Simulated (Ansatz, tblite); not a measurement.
Removing an electron: (KH)4 cube (K4H4). Total charge 0; singlet. Geometry: PBE0-D4/def2-SVP. Ansatz, gas phase; energy differences of separate SCF runs; the oxidised species was run as a doublet alone.

Cartesian coordinates in Å:
```
K 0.0984 2.1840 -0.7487
H -1.8064 1.1029 0.6897
K -0.0796 -0.0198 2.3095
H 1.8247 0.9819 0.8138
K 1.8753 -1.1449 -0.7159
H 0.0766 0.0191 -2.2248
K -1.8941 -1.0193 -0.8448
H -0.0948 -2.1038 0.7211
```

The xTB rows come from tblite. HOMO above LUMO, or a gap near zero within one spin, warns that the state may not be the lowest or that an electron is smeared out.

Question: Estimate orbital energies and vertical ionisation energies at: GFN1-xTB; GFN2-xTB; PBE-D4/def2-TZVP; r2SCAN-D4/def2-TZVP; PBE0-D4/def2-TZVP.

Answer: 
```json
{"level": "GFN1-xTB", "−HOMO (eV)": "13.27", "vertical IE (eV)": "14.56", "−LUMO (eV)": "7.06", "HOMO–LUMO gap (eV)": "6.21", "remarks": "–"}
{"level": "GFN2-xTB", "−HOMO (eV)": "9.74", "vertical IE (eV)": "11.18", "−LUMO (eV)": "6.66", "HOMO–LUMO gap (eV)": "3.08", "remarks": "–"}
{"level": "PBE-D4/def2-TZVP", "−HOMO (eV)": "3.60", "vertical IE (eV)": "5.88", "−LUMO (eV)": "0.60", "HOMO–LUMO gap (eV)": "3.00", "remarks": "gap within one spin near zero (+1 doublet)"}
{"level": "r2SCAN-D4/def2-TZVP", "−HOMO (eV)": "3.73", "vertical IE (eV)": "5.90", "−LUMO (eV)": "-0.07", "HOMO–LUMO gap (eV)": "3.80", "remarks": "gap within one spin near zero (+1 doublet)"}
{"level": "PBE0-D4/def2-TZVP", "−HOMO (eV)": "4.62", "vertical IE (eV)": "6.25", "−LUMO (eV)": "0.14", "HOMO–LUMO gap (eV)": "4.47", "remarks": "–"}
```

  Raw xTB energy differences between charge states are shifted by several eV; the methods need an empirical correction for them.
